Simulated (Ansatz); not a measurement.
A run for Ansatz (a first-principles code): R-wB97M-V/def2-TZVPP on CH5BO2 (SMILES CB(O)O), a point of a torsion scan.

Ansatz 0.2 input:
```yaml
crystal:
  periodic: [false, false, false]
  atoms:
    - {symbol: C, position_ang: [-0.87750713, -0.36475252, -0.66303809]}
    - {symbol: B, position_ang: [0.56926760, 0.01136984, -0.08548299]}
    - {symbol: O, position_ang: [1.22228385, 1.13401709, -0.51447197]}
    - {symbol: O, position_ang: [1.16766353, -0.72473210, 0.87920012]}
    - {symbol: H, position_ang: [-1.08818701, -1.43139618, -0.63867781]}
    - {symbol: H, position_ang: [-1.01219747, -0.01675968, -1.68241524]}
    - {symbol: H, position_ang: [-1.63438827, 0.12908440, -0.05570465]}
    - {symbol: H, position_ang: [1.21756890, 1.91989666, 0.01789973]}
    - {symbol: H, position_ang: [0.73658943, -1.53939363, 1.13342376]}
basis:
  gaussian:
    orbitals: def2-TZVPP
hamiltonian:
  xc: {name: wB97M-V}
scf: {lower_state_search: off}
```

The head of its log:

```
WARN ansatz: RAYON_NUM_THREADS=2 ignored (pool sized by the plan → 2); use --threads N
Functional definition: wB97M-V
these checks for a lower state are left out or cut short: stability, starts, cluster_reference, orbital_swaps, neighbouring_geometries, increment
integrals: 0.11 GiB planned
946 factors; their error is unknown
integrals: 0.15 GiB planned
244 factors; integrals over basis functions are off by at most 8.9e-6 eV
mean field: 1.05 GiB planned
mean field evaluation 1: about -5884.5434 eV, gradient 6.6e1 eV
mean field evaluation 2: about -5885.8121 eV, gradient 6.4e1 eV
```

Question: Predict the final total energy.

Answer: -216.5317 hartree.
